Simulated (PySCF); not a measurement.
Cd(I)(GeH3) (CdGeH3I), SMILES [GeH3][Cd][I].

Coordinates come from a r2SCAN-D4/def2-SVP optimisation. The structure was generated by enumeration; whether it is a known compound was not checked. The def2 effective core potentials stand for the cores of Cd, I; spin–orbit coupling is left out.

Method: PySCF with IEF-PCM-B3LYP/def2-SVP.

The values are the electrostatic part of the solvation free energy, E(continuum) − E(gas) at the gas-phase geometry, in a cavity of scaled van der Waals radii (PySCF's table); cavitation and dispersion terms are not included. A continuum can't describe solvent molecules that bind to the metal. In vacuum the orbital gap is 5.50 eV. The dipole moment in vacuum is 2.21 D.

Computed values in water (ε = 78.36), toluene (ε = 2.37), methanol (ε = 32.61):
```
solvent       ε  ΔG(elec) (kcal/mol)  dipole (D)  gap (eV)
--------  -----  -------------------  ----------  --------
water     78.36                 -9.8        3.09      6.06
toluene    2.37                 -4.2        2.67      5.76
methanol  32.61                 -9.4        3.07      6.06
```
